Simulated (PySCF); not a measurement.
Gas-phase reaction: 2 GeF3 + CH2FCF3 = 2 GeHF3 + C2F4

Energies from PySCF (xtb for GFN2), thermal terms from the rigid-rotor harmonic-oscillator model, ideal gas at 1 bar. † marks an energy on the PBE0/def2-TZVP geometry and frequencies; other levels use their own. MP2 freezes the core. 6-31G* has spherical d functions here. Open shells (unrestricted): GeF3 (multiplicity 2); the rest are closed-shell singlets. GFN2 has no spin-polarisation term. B3LYP is the form with VWN-RPA correlation. Ge: all electrons, no relativistic terms. GeF3, GeHF3: computed as isolated molecules; such fragments, hydroxides, amides, oligomers or adducts are transient or little studied in the gas. MP2 isn't extrapolated to the basis-set limit; its ΔH°(298 K) is -63.7 kJ in def2-SVP and -65.3 kJ in def2-TZVPP. The harmonic model lacks anharmonicity and excited electronic states, which grow with temperature; levels with a mode under 35 cm⁻¹ are left out. Internal rotation in CH2FCF3 is treated as a harmonic vibration of one conformer, which makes the entropy rough.

```json
[
 {"level": "B3LYP/6-31G*", "ΔE electronic, kJ": "-21", "ΔH°(298 K), kJ": "-38", "ΔS°(298 K), J/K": "-29", "ΔG°(1600 K), kJ": "-3"},
 {"level": "B3LYP/def2-TZVP†", "ΔE electronic, kJ": "-35", "ΔH°(298 K), kJ": "-52", "ΔS°(298 K), J/K": "-28", "ΔG°(1600 K), kJ": "-17"},
 {"level": "BLYP/def2-TZVP†", "ΔE electronic, kJ": "-28", "ΔH°(298 K), kJ": "-45", "ΔS°(298 K), J/K": "-28", "ΔG°(1600 K), kJ": "-10"},
 {"level": "GFN2-xTB", "ΔE electronic, kJ": "40", "ΔH°(298 K), kJ": "25", "ΔS°(298 K), J/K": "-57", "ΔG°(1600 K), kJ": "107"},
 {"level": "M06-2X/def2-TZVP†", "ΔE electronic, kJ": "-35", "ΔH°(298 K), kJ": "-51", "ΔS°(298 K), J/K": "-28", "ΔG°(1600 K), kJ": "-17"},
 {"level": "MP2/def2-TZVPP†", "ΔE electronic, kJ": "-49", "ΔH°(298 K), kJ": "-65", "ΔS°(298 K), J/K": "-28", "ΔG°(1600 K), kJ": "-31"},
 {"level": "PBE0/def2-SVP†", "ΔE electronic, kJ": "-38", "ΔH°(298 K), kJ": "-54", "ΔS°(298 K), J/K": "-28", "ΔG°(1600 K), kJ": "-20"},
 {"level": "PBE0/def2-TZVP", "ΔE electronic, kJ": "-33", "ΔH°(298 K), kJ": "-49", "ΔS°(298 K), J/K": "-28", "ΔG°(1600 K), kJ": "-14"},
 {"level": "r2SCAN/def2-TZVP†", "ΔE electronic, kJ": "-24", "ΔH°(298 K), kJ": "-40", "ΔS°(298 K), J/K": "-28", "ΔG°(1600 K), kJ": "-5"},
 {"level": "ωB97M-V/def2-TZVP†", "ΔE electronic, kJ": "-36", "ΔH°(298 K), kJ": "-53", "ΔS°(298 K), J/K": "-28", "ΔG°(1600 K), kJ": "-18"},
 {"level": "ωB97X-V/def2-TZVP†", "ΔE electronic, kJ": "-45", "ΔH°(298 K), kJ": "-62", "ΔS°(298 K), J/K": "-28", "ΔG°(1600 K), kJ": "-27"}
]
```
ΔH° is lowest at MP2/def2-TZVPP† and highest at GFN2-xTB. No reference value is set beside these.
